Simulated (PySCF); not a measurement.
# Working out the excitation energy of Al

Al [Ne] 3s2 3p1 (2P) → Al [Ne] 3s1 3p2 (4P). All numbers are calculated (PySCF 2.14, scalar relativity by spin-free X2C-1e, in x2c-TZVPPall (5s5p3d1f, 42 functions)). Frozen: 1s2. Energies in hartree (1 hartree = 27.21139 eV):

| part | Al (lower) | Al (upper) |
| --- | --- | --- |
| UHF | -242.310108 | -242.220620 |
| CCSD correlation | -0.201561 | -0.161937 |
| (T) | -0.003181 | -0.001426 |

Q: What does Hartree-Fock give?

A: (-242.220620) − (-242.310108) = 0.089488 hartree = 2.435 eV.

Q: What do CCSD and CCSD(T) give?

A: The CCSD correlation energies differ by 0.039624 hartree = 1.078 eV and the triples by 0.001755 hartree = 0.048 eV, so CCSD gives 3.513 eV and CCSD(T) 3.561 eV.

Measured between the centres of the two terms (NIST): 3.598 eV, so CCSD(T) (valence and next inner shell) is off by -0.037 eV.

What remains against the reference includes basis incompleteness, the frozen core and higher excitations.
